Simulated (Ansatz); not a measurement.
Removing an electron: [CeCl6]3- (CeCl6³⁻). Total charge -3; doublet. Geometry: PBE-D4/def2-SVP. Ansatz, gas phase; energy differences of separate SCF runs; the oxidised species is a singlet (the triplet lies 0.90 eV higher at PBE0-D4/def2-TZVP).

```xyz
7

Ce   -0.0005   -0.0001    0.0000
Cl    0.5935    2.0811    1.8170
Cl   -0.6001   -2.0837   -1.8132
Cl    0.6570    1.7003   -2.1603
Cl   -0.6521   -1.7010    2.1602
Cl   -2.6832    0.8775   -0.1231
Cl    2.6854   -0.8740    0.1194
```

In the def2 sets Ce takes a core potential; there is no spin–orbit coupling. Correlated methods freeze 34 core orbitals; core or outer-core shells of Ce are correlated, in sets that lack core-valence functions. With an open 4f shell the SCF may have ended on a state above the lowest. A multiply charged anion in the gas phase is held together partly by the finite basis. Removing one electron lowers the energy by 2.50 eV at PBE0-D4/def2-TZVP, so it isn't bound. No other spin state of charge -3 was run.

| level | −HOMO (eV) | vertical IE (eV) | −LUMO (eV) | HOMO–LUMO gap (eV) | remarks |
| --- | --- | --- | --- | --- | --- |
| PBE-D4/def2-TZVP | -7.20 | -3.92 | -7.90 | 0.70 | HOMO above zero (-2 singlet), HOMO above zero (-3 doublet) |
| PBE0-D4/def2-TZVP | -4.05 | -2.50 | -9.51 | 5.46 | HOMO above zero (-3 doublet) |
| PBE-QIDH/def2-TZVP | – | -2.67 | – | – | – |

  A HOMO above zero means that the electron is unbound at that level or that self-interaction error raises the level; the energy of removing that electron tells which. HOMO and LUMO are the levels of the spin that leaves or enters (xTB has no such levels and no spin-polarisation term). Other spin states of the ions may lie lower, which would lower the ionisation energy or raise the affinity.
